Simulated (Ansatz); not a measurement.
One geometry of TaS(OH)3 (TaSO₃H₃), several levels of theory.

```yaml
crystal:
  periodic: [false, false, false]
  atoms:
    - {symbol: Ta, position_ang: [0.000209, 0.000005, 0.037061]}
    - {symbol: S, position_ang: [0.009502, -0.009188, 2.226569]}
    - {symbol: O, position_ang: [1.770088, 0.316038, -0.611118]}
    - {symbol: H, position_ang: [2.617688, 0.463261, -0.158752]}
    - {symbol: O, position_ang: [-1.160382, 1.380833, -0.594438]}
    - {symbol: H, position_ang: [-1.711262, 2.036433, -0.134608]}
    - {symbol: O, position_ang: [-0.617307, -1.689252, -0.609088]}
    - {symbol: H, position_ang: [-0.908526, -2.498129, -0.155616]}
basis:
  gaussian: {orbitals: def2-SVP, initial_orbitals: start.molden}
hamiltonian: {xc: pbe, dispersion: d4}
scf: {omitted_lower_state_checks: [starts]}
output: {orbitals: {seedname: orbitals}}
```

The file start.molden holds the orbitals of an earlier run on this structure, at another level or in another basis.

```sh
$ ansatz run in.yaml --threads 4 --pin off --events-out ev --progress --plain --max-ram 3916MiB
```

Output, abridged:

```
Functional definition: PBE
  name "PBE"
  cite "Perdew, Burke & Ernzerhof, Phys. Rev. Lett. 77, 3865 (1996) doi:10.1103/PhysRevLett.77.3865"
  parent pbe
  parameter kappa = 0.804
  parameter beta = 0.06672455060314922
  exchange = pbe_x(kappa = kappa, mu = beta*pi^2/3)
  correlation = pbe_c(beta = beta)
these checks for a lower state are left out or cut short: starts
1112 factors; their error is unknown
mean field evaluation 1: about -18564.6841 eV, gradient 3.4e1 eV
mean field evaluation 2: about -18565.2537 eV, gradient 8.9e-1 eV
mean field evaluation 4: about -18565.2038 eV, gradient 1.6e-1 eV
mean field -18565.20382294 eV, -682.2586565461 hartree, gradient 3.2e-5 eV, S^2 0.000000; 0 other end points of the search recorded, 0 dependent functions left out
reference -18565.20388500 eV, -682.2586588264 hartree; 28, 28 occupied and 79, 79 virtual orbitals, 1112 factors
Total energy: -18565.39494060 eV, -682.2656799904 hartree
Checks for a lower state left out: starts
```

Run time 1.1 s (4 threads of Arm Neoverse V2 on a shared host).

As the first input, with `gaussian: {orbitals: def2-TZVP, initial_orbitals: start.molden}`, `hamiltonian: {xc: {name: wB97X-V}}` (abridged; 7 s):

```
Functional definition: wB97X-V
mean field -18581.95666206 eV, -682.8743120280 hartree, gradient 8.3e-6 eV, S^2 0.000000
Total energy: -18581.95666010 eV, -682.8743119559 hartree
Checks for a lower state left out: starts
```

First input, but with `gaussian: {orbitals: def2-TZVP, initial_orbitals: start.molden}`, `hamiltonian: {xc: {name: revPBE}, dispersion: d4}` (abridged; 1.8 s):

```
Functional definition: revPBE
mean field -18584.65294073 eV, -682.9733984416 hartree, gradient 2.4e-5 eV, S^2 0.000000
Total energy: -18585.10353899 eV, -682.9899576222 hartree
Checks for a lower state left out: starts
```

The first input with `gaussian: {orbitals: def2-TZVP, initial_orbitals: start.molden}`, `hamiltonian: {xc: {name: wB97M-V}}` (abridged; 8 s):

```
Functional definition: wB97M-V
mean field -18581.95797380 eV, -682.8743602337 hartree, gradient 7.6e-6 eV, S^2 0.000000
Total energy: -18581.95802172 eV, -682.8743619946 hartree
Checks for a lower state left out: starts
```

The first input with `gaussian: {orbitals: def2-TZVP, initial_orbitals: start.molden}`, `hamiltonian: {xc: {name: BHLYP}, dispersion: d4}` (abridged; 2.6 s):

```
Functional definition: BHLYP
mean field -18580.09892886 eV, -682.8060415922 hartree, gradient 1.1e-5 eV, S^2 0.000000
Total energy: -18580.37750996 eV, -682.8162792589 hartree
Checks for a lower state left out: starts
```

As the first input, with `gaussian: {orbitals: def2-TZVP, initial_orbitals: start.molden}`, `correlation: {method: ccsd_t}` and without the key `hamiltonian` (abridged; 97 s):

```
Functional definition: HF
mean field -18520.26781906 eV, -680.6072888621 hartree, gradient 1.6e-6 eV, S^2 0.000000
8 core orbitals not correlated: weight in the atoms' cores, before any rotation towards them, 1.000 or more for the frozen orbitals, at most 0.000 for the correlated occupied ones
second order -33.96496328 eV of doubles, -0.00000000 eV of singles
cycle   1  -32.37652458 eV  change     1.6e0 eV  update   2.1e-1
cycle   2  -33.34325980 eV  change   -9.7e-1 eV  update   1.1e-1
cycle   3  -33.62976250 eV  change   -2.9e-1 eV  update   3.3e-2
cycle   4  -33.62620178 eV  change    3.6e-3 eV  update   1.2e-2
cycle   5  -33.61156038 eV  change    1.5e-2 eV  update   4.2e-3
cycle   6  -33.61207945 eV  change   -5.2e-4 eV  update   1.7e-3
cycle   7  -33.61240802 eV  change   -3.3e-4 eV  update   6.4e-4
cycle   8  -33.61187536 eV  change    5.3e-4 eV  update   2.4e-4
cycle   9  -33.61201822 eV  change   -1.4e-4 eV  update   9.6e-5
cycle  10  -33.61211092 eV  change   -9.3e-5 eV  update   3.4e-5
cycle  11  -33.61204884 eV  change    6.2e-5 eV  update   1.5e-5
cycle  12  -33.61205315 eV  change   -4.3e-6 eV  update   6.2e-6
perturbative correction -1.58391343 eV, -0.0582077450 hartree
Total energy: -18555.46378564 eV, -681.9007167771 hartree
Checks for a lower state left out: starts
```

The first input with `gaussian: {orbitals: def2-TZVP, initial_orbitals: start.molden}` (abridged; 1.8 s):

```
Functional definition: PBE
mean field -18576.85761421 eV, -682.6869254758 hartree, gradient 8.5e-6 eV, S^2 0.000000
Total energy: -18577.04870875 eV, -682.6939480707 hartree
Checks for a lower state left out: starts
```

Geometry: PBE-D4/def2-SVP.

In the def2 sets Ta takes a core potential; there is no spin–orbit coupling. Correlated methods freeze 8 core orbitals; core or outer-core shells of Ta are correlated, in sets that lack core-valence functions.
